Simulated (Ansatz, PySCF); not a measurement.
Molecule: InBr, charge 0, multiplicity 1. 
Coordinates optimised at B3LYP-D3(BJ)/def2-TZVP (Ansatz, a quantum-chemistry and plane-wave program):
```xyz
2

In     0.0000     0.0000    -1.0815
Br     0.0000     0.0000     1.5141
```
Charge 0, spin multiplicity 1.

Quantity: vertical ionisation energy (to the doublet state of charge +1; each state is the SCF solution reached for its spin), in eV. Cores are frozen in the correlated levels unless marked. Open shells are spin-unrestricted. Spin-orbit coupling is left out. The frozen core is the preceding noble-gas configuration, with the filled d and f shells of earlier blocks. In def2 rows, elements after Kr have scalar-relativistic effective core potentials. CBS(X,Y): correlation extrapolated as X^-3; Hartree-Fock from the larger set.

```
level                                 program  vertical ionisation energy (eV)
------------------------------------  -------  -------------------------------
SVWN5/def2-TZVPD                       Ansatz                             9.54
PBE/def2-TZVPD                         Ansatz                             9.23
r2SCAN/def2-TZVPD                      Ansatz                             9.30
PBE0/def2-TZVPD                        Ansatz                             9.24
BHLYP/def2-TZVPD                       Ansatz                             9.21
CAM-B3LYP/def2-TZVPD                   Ansatz                             9.38
wB97M-V/def2-TZVPD                     Ansatz                             9.30
wB97X-V/def2-TZVPD                     Ansatz                             9.30
CCSD/def2-SVPD                         Ansatz                             9.01
CCSD/def2-QZVPPD                       Ansatz                             9.09
CCSD/CBS(def2-TZVPPD,def2-QZVPPD)      Ansatz                             9.14
CCSD(T)/def2-SVPD                      Ansatz                             9.02
CCSD(T)/def2-TZVPPD                    Ansatz                             9.06
CCSD(T)/def2-QZVPPD                    Ansatz                             9.12
CCSD(T)/CBS(def2-TZVPPD,def2-QZVPPD)   Ansatz                             9.17
```

For comparison, minus the highest occupied orbital energy (PySCF): 7.83 eV at MN15/def2-TZVPD, 6.63 eV at TPSSh/def2-TZVPD, 9.06 eV at HF/def2-TZVPD.
